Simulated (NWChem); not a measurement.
System: CH3FOSi; SMILES O=C[SiH2]F

Here is an NWChem input.

```
start job
memory heap 200 mb stack 900 mb global 1100 mb
geometry units angstroms
  O      0.082210    -2.084672     0.000000
  C     -0.536131    -1.048166     0.000000
  Si     0.467378     0.590384     0.000000
  F     -0.551820     1.858104     0.000000
  H     -1.661612    -1.051428     0.000000
  H      1.300734     0.636561    -1.230675
  H      1.300734     0.636561     1.230675
end
basis spherical
  * library def2-svp
end
dft
  xc xpbe96 cpbe96
  iterations 150
end
driver
  maxiter 120
end
task dft optimize
task dft freq
```

Output (shortened):

```
             Northwest Computational Chemistry Package (NWChem) 7.3.0
             --------------------------------------------------------

 CS  symmetry detected

                             Geometry "geometry" -> ""
                             -------------------------

 Output coordinates in angstroms (scale by  1.889725989 to convert to a.u.)

  No.       Tag          Charge          X              Y              Z
 ---- ---------------- ---------- -------------- -------------- --------------
    1 O                    8.0000     0.01804278    -2.14230569     0.00000000
    2 C                    6.0000    -0.56844947    -1.08745162     0.00000000
    3 Si                  14.0000     0.48448866     0.51978132     0.00000000
    4 F                    9.0000    -0.49563415     1.81794842     0.00000000
    5 H                    1.0000    -1.69350789    -1.05644077     0.00000000
    6 H                    1.0000     1.31886432     0.54056089    -1.23067500
    7 H                    1.0000     1.31886432     0.54056089     1.23067500

 Effective nuclear repulsion energy (a.u.)     154.8024224440

      Symmetry information
      --------------------

 Group name             Cs
 Group number              2
 Group order               2
 No. of unique centers     6

                                Z-matrix (autoz)
                                --------

 Units are Angstrom for bonds and degrees for angles

      Type          Name      I     J     K     L     M      Value
      ----------- --------  ----- ----- ----- ----- ----- ----------
    1 Stretch                  1     2                       1.20693
    2 Stretch                  2     3                       1.92143
    3 Stretch                  2     5                       1.12549
    4 Stretch                  3     4                       1.62662
    5 Stretch                  3     6                       1.48700
    6 Stretch                  3     7                       1.48700
    7 Bend                     1     2     3               117.69641
    8 Bend                     1     2     5               120.65267
    9 Bend                     2     3     4               109.71721
   10 Bend                     2     3     6               108.61321
   11 Bend                     2     3     7               108.61321
   12 Bend                     3     2     5               121.65091
   13 Bend                     4     3     6               109.08363
   14 Bend                     4     3     7               109.08363
   15 Bend                     6     3     7               111.71036
   16 Torsion                  1     2     3     4         180.00000
   17 Torsion                  1     2     3     6          60.84437
   18 Torsion                  1     2     3     7         -60.84437
   19 Torsion                  4     3     2     5           0.00000
   20 Torsion                  5     2     3     6        -119.15563
   21 Torsion                  5     2     3     7         119.15563

  pbe96 is a nonlocal functional; adding pw91lda local functional.

                           NWChem Geometry Optimization
                           ----------------------------

 maximum gradient threshold         (gmax) =   0.000450
 rms gradient threshold             (grms) =   0.000300
 maximum cartesian step threshold   (xmax) =   0.001800
 rms cartesian step threshold       (xrms) =   0.001200
 fixed trust radius                (trust) =   0.300000
 source of zmatrix                         =   autoz

          -------------------
          Energy Minimization
          -------------------

 Using diagonal initial Hessian
 Scaling for Hessian diagonals: bonds = 1.00  angles = 0.25  torsions = 0.10

          --------
          Step   0

                                 NWChem DFT Module
                                 -----------------

 Summary of "ao basis" -> "ao basis" (spherical)
 ------------------------------------------------------------------------------
       Tag                 Description            Shells   Functions and Types
 ---------------- ------------------------------  ------  ---------------------
 O                          def2-svp                 6       14   3s2p1d
 C                          def2-svp                 6       14   3s2p1d
 Si                         def2-svp                 8       18   4s3p1d
 F                          def2-svp                 6       14   3s2p1d
 H                          def2-svp                 3        5   2s1p

      Symmetry analysis of basis
      --------------------------

        a'         52
        a"         23

            General Information
            -------------------
          SCF calculation type: DFT
          Wavefunction type:  closed shell.
          No. of atoms     :     7
          No. of electrons :    40
           Alpha electrons :    20
            Beta electrons :    20
          Charge           :     0
          Spin multiplicity:     1
          Use of symmetry is: on ; symmetry adaption is: on
          Maximum number of iterations: 150
          AO basis - number of functions:    75
                     number of shells:    35
          Convergence on energy requested:  1.00D-06
          Convergence on density requested:  1.00D-05
          Convergence on gradient requested:  5.00D-04

              XC Information
              --------------
          PerdewBurkeErnzerhof Exchange Functional  1.000
            Perdew 1991 LDA Correlation Functional  1.000 local
           PerdewBurkeErnz. Correlation Functional  1.000 non-local

             Grid Information
             ----------------
          Grid used for XC integration:  medium
          Radial quadrature: Mura-Knowles
          Angular quadrature: Lebedev.
          Tag              B.-S. Rad. Rad. Pts. Rad. Cut. Ang. Pts.
          ---              ---------- --------- --------- ---------
          O                   0.60       49           9.0       434
          C                   0.70       49           8.0       434
          Si                  1.10       88           8.0       590
          F                   0.50       49           9.0       434
          H                   0.35       45          10.0       434
          Grid pruning is: on
          Number of quadrature shells:   325
          Spatial weights used:  Erf1

      Superposition of Atomic Density Guess
      -------------------------------------

 Sum of atomic energies:        -501.84485713

      Non-variational initial energy
      ------------------------------

 Total energy =    -502.953225
 1-e energy   =   -1002.245175
 2-e energy   =     344.489528
 HOMO         =      -0.274201
 LUMO         =      -0.057651

      Symmetry analysis of molecular orbitals - initial
      -------------------------------------------------

  Numbering of irreducible representations:

     1 a'          2 a"

  Orbital symmetries:

     1 a'          2 a'          3 a'          4 a'          5 a'
     6 a'          7 a"          8 a'          9 a'         10 a'
    11 a'         12 a'         13 a"         14 a'         15 a'
    16 a'         17 a"         18 a'         19 a"         20 a'
    21 a"         22 a'         23 a'         24 a'         25 a"
    26 a'         27 a'         28 a'         29 a"         30 a'

   convergence    iter        energy       DeltaE   RMS-Dens  Diis-err
 ---------------- ----- ----------------- --------- --------- ---------
 d= 0,ls=0.0,diis     1   -503.7127294153 -6.59D+02  3.45D-02  1.16D+00
 d= 0,ls=0.0,diis     2   -502.8452775625  8.67D-01  2.47D-02  9.46D+00
 d= 0,ls=0.0,diis     3   -503.8465151494 -1.00D+00  5.05D-03  1.07D-01
 d= 0,ls=0.0,diis     4   -503.8477001492 -1.18D-03  2.61D-03  9.99D-02
 d= 0,ls=0.0,diis     5   -503.8569814639 -9.28D-03  5.39D-04  2.35D-03
  Resetting Diis
 d= 0,ls=0.0,diis     6   -503.8572019424 -2.20D-04  1.56D-04  1.17D-04
 d= 0,ls=0.0,diis     7   -503.8572188405 -1.69D-05  7.56D-05  4.99D-06
 d= 0,ls=0.0,diis     8   -503.8572180587  7.82D-07  4.40D-05  1.14D-05
 d= 0,ls=0.0,diis     9   -503.8572194220 -1.36D-06  9.82D-06  1.85D-06
 d= 0,ls=0.0,diis    10   -503.8572196105 -1.88D-07  2.00D-06  3.51D-08

         Total DFT energy =     -503.857219610479
      One electron energy =    -1004.368157777879
           Coulomb energy =      391.807634974587
    Exchange-Corr. energy =      -46.099119251175
 Nuclear repulsion energy =      154.802422443988

 Numeric. integr. density =       40.000003985644

                  Occupations of the irreducible representations
                  ----------------------------------------------

                     irrep           alpha         beta
                     --------     --------     --------
                     a'               16.0         16.0
                     a"                4.0          4.0

                       DFT Final Molecular Orbital Analysis
                       ------------------------------------

[...]

      ----------------------
      Optimization converged
      ----------------------

  Step       Energy      Delta E   Gmax     Grms     Xrms     Xmax
  ---- ---------------- -------- -------- -------- -------- --------
@    8    -503.85795741 -4.1D-08  0.00002  0.00001  0.00014  0.00024
                                     ok       ok       ok       ok

                                Z-matrix (autoz)
                                --------

 Units are Angstrom for bonds and degrees for angles

      Type          Name      I     J     K     L     M      Value     Gradient
      ----------- --------  ----- ----- ----- ----- ----- ---------- ----------
    1 Stretch                  1     2                       1.21987   -0.00001
    2 Stretch                  2     3                       1.93487    0.00001
    3 Stretch                  2     5                       1.13739   -0.00000
    4 Stretch                  3     4                       1.64228    0.00002
    5 Stretch                  3     6                       1.49951   -0.00002
    6 Stretch                  3     7                       1.49951   -0.00002
    7 Bend                     1     2     3               116.95838   -0.00000
    8 Bend                     1     2     5               120.97766    0.00001
    9 Bend                     2     3     4               111.26025    0.00000
   10 Bend                     2     3     6               107.95677   -0.00000
   11 Bend                     2     3     7               107.95677   -0.00000
   12 Bend                     3     2     5               122.06396   -0.00000
   13 Bend                     4     3     6               109.16858    0.00000
   14 Bend                     4     3     7               109.16858    0.00000
   15 Bend                     6     3     7               111.33395   -0.00000
   16 Torsion                  1     2     3     4         180.00000    0.00000
   17 Torsion                  1     2     3     6          60.23362   -0.00000
   18 Torsion                  1     2     3     7         -60.23362    0.00000
   19 Torsion                  4     3     2     5           0.00000    0.00000
   20 Torsion                  5     2     3     6        -119.76638   -0.00000
   21 Torsion                  5     2     3     7         119.76638    0.00000

                         Geometry "geometry" -> "geometry"
                         ---------------------------------

 Output coordinates in angstroms (scale by  1.889725989 to convert to a.u.)

  No.       Tag          Charge          X              Y              Z
 ---- ---------------- ---------- -------------- -------------- --------------
    1 O                    8.0000     0.03703584    -2.14999673     0.00000000
    2 C                    6.0000    -0.57534248    -1.09497775     0.00000000
    3 Si                  14.0000     0.47588085     0.52941275     0.00000000
    4 F                    9.0000    -0.48550218     1.86089138     0.00000000
    5 H                    1.0000    -1.71260935    -1.07820533     0.00000000
    6 H                    1.0000     1.32160294     0.53276456    -1.23825830
    7 H                    1.0000     1.32160294     0.53276456     1.23825830

 Effective nuclear repulsion energy (a.u.)     153.3928656058

      Symmetry information
      --------------------

 Group name             Cs
 Group number              2
 Group order               2
 No. of unique centers     6

                Final and change from initial internal coordinates
                --------------------------------------------------

                                Z-matrix (autoz)
                                --------

 Units are Angstrom for bonds and degrees for angles

[...]

 Rotational Constants
 --------------------
 A=   0.692246 cm-1  (  0.995966 K)
 B=   0.101125 cm-1  (  0.145492 K)
 C=   0.091185 cm-1  (  0.131192 K)

 Temperature                      =   298.15K
 frequency scaling parameter      =   1.0000

 Zero-Point correction to Energy  =   22.926 kcal/mol  (  0.036535 au)
 Thermal correction to Energy     =   26.319 kcal/mol  (  0.041941 au)
 Thermal correction to Enthalpy   =   26.911 kcal/mol  (  0.042885 au)

 Total Entropy                    =   73.977 cal/mol-K
   - Translational                =   38.960 cal/mol-K (mol. weight =  77.9937)
   - Rotational                   =   25.028 cal/mol-K (symmetry #  =        1)
   - Vibrational                  =    9.989 cal/mol-K

 Cv (constant volume heat capacity) =   16.859 cal/mol-K
   - Translational                  =    2.979 cal/mol-K
   - Rotational                     =    2.979 cal/mol-K
   - Vibrational                    =   10.900 cal/mol-K

[normal modes left out]

 ----------------------------------------------------------------------------
 Normal Eigenvalue ||           Projected Infra Red Intensities
  Mode   [cm**-1]  || [atomic units] [(debye/angs)**2] [(KM/mol)] [arbitrary]
 ------ ---------- || -------------- ----------------- ---------- -----------
    1       -0.000 ||    0.000049           0.001         0.047       0.012
    2       -0.000 ||    0.000007           0.000         0.007       0.002
    3       -0.000 ||    0.000055           0.001         0.054       0.013
    4        0.000 ||    0.000024           0.001         0.023       0.006
    5        0.000 ||    0.000062           0.001         0.060       0.015
    6        0.000 ||    0.000028           0.001         0.027       0.007
    7       86.956 ||    0.010840           0.250        10.567       2.566
    8      136.941 ||    0.021862           0.504        21.312       5.175
    9      313.429 ||    0.000371           0.009         0.361       0.088
   10      453.423 ||    0.026813           0.619        26.139       6.347
   11      681.885 ||    0.001890           0.044         1.842       0.447
   12      701.295 ||    0.017315           0.399        16.880       4.099
   13      825.273 ||    0.026357           0.608        25.694       6.239
   14      865.668 ||    0.026835           0.619        26.160       6.353
   15      875.486 ||    0.169451           3.909       165.189      40.113
   16      926.392 ||    0.161161           3.718       157.108      38.151
   17     1328.121 ||    0.014194           0.327        13.837       3.360
   18     1727.674 ||    0.088321           2.038        86.100      20.908
   19     2184.387 ||    0.050702           1.170        49.426      12.002
   20     2200.672 ||    0.111187           2.565       108.391      26.321
   21     2736.980 ||    0.159582           3.682       155.568      37.777
 ----------------------------------------------------------------------------
```

Level: PBE/def2-SVP.
